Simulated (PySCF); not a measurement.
GeF3I, SMILES [F][Ge]([F])([F])[I].

Geometry optimised at B3LYP-D3(BJ)/def2-SVP. The def2 effective core potentials stand for the cores of I; spin–orbit coupling is left out.

All values below come from PySCF with r2SCAN/def2-TZVP.

Isolated molecule, no solvent.

Computed frontier levels, gap, dipole moment and polarisability:
```yaml
highest_occupied_level: -8.05 eV
lowest_empty_level: -3.30 eV
orbital_gap: 4.76 eV
dipole_moment: 2.45 D
quadrupole, principal values (traceless, Buckingham form, about the centre of nuclear charge): -1.65, -1.65, 3.31 D·Å
mean_static_polarisability: 55.0 bohr³ (8.16 Å³)
polarisability_principal_values: 45.8, 45.8, 73.5 bohr³
```
